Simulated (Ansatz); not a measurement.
`F[SiH]1BC1` + H₂O → `O[SiH]1BC1` + H–F at 600 K and 1 bar (formal hydrolysis of the Si–F bond).

Gas-phase electronic energies from Ansatz, PBE0-D4/def2-TZVP geometries. CBS: MP2 limit from def2 TZ/QZ plus the TZ coupled-cluster correction, frozen cores. This one scheme is used for every species. One conformer a species, not always the lowest.

```json
{"species": "`F[SiH]1BC1`", "CCSD(T)/CBS energy (Eh)": "-454.11214", "H − E (kJ/mol)": "176.8", "S (J/(mol·K))": "369.6"}
{"species": "H₂O", "CCSD(T)/CBS energy (Eh)": "-76.37941", "H − E (kJ/mol)": "76.8", "S (J/(mol·K))": "212.8"}
{"species": "`O[SiH]1BC1`", "CCSD(T)/CBS energy (Eh)": "-430.08182", "H − E (kJ/mol)": "212.0", "S (J/(mol·K))": "385.1"}
{"species": "H–F", "CCSD(T)/CBS energy (Eh)": "-100.39570", "H − E (kJ/mol)": "42.3", "S (J/(mol·K))": "194.0"}
```

H − E and S are ideal-gas, rigid-rotor, harmonic terms from PBE0-D4/def2-TZVP, for one conformer and one mirror image of each species. 1 Eh = 2625.50 kJ/mol, R = 8.31446 J/(mol·K).

Q: By hand: ΔE, ΔH, ΔS and ΔG.

A: ΔE = (-430.08182) + (-100.39570) − (-454.11214) − (-76.37941) = 0.01403 Eh = 36.8 kJ/mol. Δ(H − E) = 212.0 + 42.3 − 176.8 − 76.8 = 0.7, so ΔH = 37.5 kJ/mol. ΔS = 385.1 + 194.0 − 369.6 − 212.8 = -3.3 J/(mol·K). ΔG = 37.5 − 600 × (-3.3)/1000 = 39.5 kJ/mol.

Q: By hand: the equilibrium constant, and the temperature at which ΔG would vanish if ΔH and ΔS stayed fixed.

A: log₁₀ K = −ΔG/(RT ln 10) = -3.4. ΔH and −TΔS have one sign here, so there is no such temperature.

The number of gas molecules stays the same, so ΔS is small and ΔH decides. A doubt of 5 kJ/mol in ΔE shifts log₁₀ K by 0.4 here. Other conformers and mirror images would add mixing entropy, several J/(mol·K) or more a flexible species. These are equilibria of isolated gas molecules and say nothing of rates. Largest T1 diagnostic: 0.014 (customary marks: 0.02 for closed shells, 0.045 for open ones).

ΔS is within the doubt of such terms, so its sign, and with it that verdict, could turn.
